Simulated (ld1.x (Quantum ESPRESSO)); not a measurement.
**Which change was made? (B, PAW)**

ld1.x (Quantum ESPRESSO) 7.5 input, shortened:

```
&input
   title='B', zed=5., rel=1, dft='WC', iswitch=3,
   config='[He] 2s1.75 2p1.25'
 /
 &inputp
   pseudotype=3, lpaw=.true., tm=.true., lloc=-1, rcloc=0.50,
   nlcc=.false.,
   which_augfun='BESSEL', rmatch_augfun=0.40
 /
4
1S  1  0   2.00   0.00  0.50  0.60  0.0
2S  2  0   1.75   0.00  0.50  0.60  0.0
2P  2  1   1.25   0.00  2.00  2.75  0.0
2P  2  1   0.00   0.10  2.00  2.75  0.0
 &test
   configts(1)='1s2 2s1.75 2p1.25'
 /
```

Cutoffs, loose and tight: the cutoffs (Ry, on a coarse ladder) from which the occupation-weighted sum of valence levels, in a spherical-Bessel basis at the reference potential, stays within 10 and 1 mRy of its value at 400 Ry. They do not see the model core or the augmentation charge, which bear on the density cutoff. Test errors are all-electron minus pseudo excitation energies from the reference, over the configurations 1s2 2s2 2p1; 1s2 2s2 2p0; 1s2 2s1 2p0; 1s2 2s1 2p2; 1s2 2s2 2p1.3; 1s2 2s2 2p0.5; 1s2 2s1 2p1; variants that change the core or the reference have their own tests. The largest error is taken over the tests solved by every variant that gives reliable tests at all, those not shown here included: 1s2 2s1 2p0; 1s2 2s1 2p1; 1s2 2s2 2p0; 1s2 2s2 2p0.5; 1s2 2s2 2p1; 1s2 2s2 2p1.3.

The base gives: outcome: generated; cutoff, loose: 230 Ry; cutoff, tight: 300 Ry; bound ghosts: none; largest test error (meV): +233.

**Question.** After one change the result is: outcome: generated; cutoff, loose: 180 Ry; cutoff, tight: 300 Ry; bound ghosts: none; largest test error (meV): +87. Which change was it?
A. waves 1s (bound): rcut 0.48, rcutus 0.50 bohr; 2s (bound): rcut 0.48, rcutus 0.50 bohr
B. waves 1s (bound): rcut 0.50, rcutus 0.72 bohr; 2s (bound): rcut 0.50, rcutus 0.72 bohr
C. waves 1s (bound): rcut 0.50, rcutus 0.66 bohr; 2s (bound): rcut 0.50, rcutus 0.66 bohr

**Answer.** B. The others give: waves 1s (bound): rcut 0.48, rcutus 0.50 bohr; 2s (bound): rcut 0.48, rcutus 0.50 bohr → outcome: generated; cutoff, loose: 230 Ry; cutoff, tight: over 300 Ry; bound ghosts: none; largest test error (meV): +517 | waves 1s (bound): rcut 0.50, rcutus 0.66 bohr; 2s (bound): rcut 0.50, rcutus 0.66 bohr → outcome: generated; cutoff, loose: 200 Ry; cutoff, tight: 260 Ry; bound ghosts: none; largest test error (meV): +138.
